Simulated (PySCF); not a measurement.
CH9ClOSi3, SMILES C[SiH2]O[Si@@H](Cl)[SiH3]. Geometry: PBE-D3(BJ)/def2-SVP. The structure was generated by enumeration; whether it is a known compound was not checked. Other conformers were not sampled.

Computed equilibrium geometry at PBE-D3(BJ)/def2-SVP (PySCF confirms it by a frequency run) as a Z-matrix (one conformer of several):
```
O
Si 1 1.6656
Si 1 1.6925 2 138.22
H 2 1.4991 1 107.26 3 -171.09
H 3 1.5034 1 109.02 2 78.90
H 3 1.5076 5 108.97 1 118.68
C 3 1.8729 5 111.15 6 122.59
H 7 1.1084 3 110.90 5 -179.91
H 7 1.1085 8 108.31 3 121.71
H 7 1.1094 8 108.26 9 117.10
Cl 2 2.0960 4 107.61 1 -118.24
Si 2 2.3517 4 114.71 1 124.36
H 12 1.5043 2 108.98 4 176.11
H 12 1.5047 13 109.16 6 158.77
H 12 1.5062 13 108.98 14 119.00
```
Charge 0, spin multiplicity 1.
